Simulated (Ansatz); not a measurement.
A structure relaxed at PBE0-D4/def2-TZVP, charge 0, multiplicity 1:

```xyz
11

Al   -0.175   -1.000   -1.880
C     0.095   -0.736    0.049
C    -0.003    0.703    0.513
Te    0.315    0.834    2.654
H    -0.469    0.248   -2.819
H    -0.097   -2.466   -2.487
H     1.072   -1.168    0.306
H    -0.635   -1.369    0.573
H     0.750    1.338    0.047
H    -0.984    1.133    0.317
H     0.130    2.483    2.728
```

Q: Give its formula and SMILES.

A: C2H7AlTe, `[AlH2][CH2]C[TeH]`.

Q: Point group (tolerance 0.08 Å, 0.16 Å for H)?

A: Cs.

Q: Summarise the bond lengths by kind.

A: 1 × Al–C 1.966 Å; 2 × Al–H 1.588 to 1.589 Å; 1 × C–C 1.515 Å; 4 × C–H 1.089 to 1.099 Å; 1 × C–Te 2.168 Å; 1 × H–Te 1.660 Å.

Computed with Ansatz.
